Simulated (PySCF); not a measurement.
How methods differ on the excitation energy of Ar⁺

Ar⁺ [Ne] 3s2 3p5 (2P) → Ar⁺ [Ne] 3s1 3p6 (2S), as a difference of total energies. Computed with PySCF 2.14 in x2c-QZVPPall (9s6p4d2f1g, 70 functions), with the spin-free X2C one-electron Hamiltonian (Gaussian nucleus). Correlated levels: valence: [Ne] frozen; valence and next inner shell: 1s2 frozen. The calculations carry no spin-orbit coupling.

| method | excitation energy (eV) |
| --- | --- |
| UHF | 18.784 |
| LDA | 14.357 |
| PBE | 14.658 |
| PBE0 | 15.692 |
| r2SCAN | 15.584 |
| wB97X-V | 15.695 |
| TPSSh | 15.433 |
| PBEsol | 14.558 |
| M06 | 15.690 |
| ROHF | 18.721 |
| MP2 (valence) | 15.906 |
| SCS-MP2 (valence) | 15.606 |
| MP2 (valence and next inner shell) | 15.772 |
| SCS-MP2 (valence and next inner shell) | 15.497 |

Errors of the correlated levels include the incompleteness of this basis and the frozen core.

Question: Which method comes closest to the reference value, and which is furthest?

Answer: The reference is 13.421 eV (measured; NIST levels, between the centres of gravity of the two terms). Closest: LDA (error 0.936 eV); furthest: UHF (error 5.363 eV).
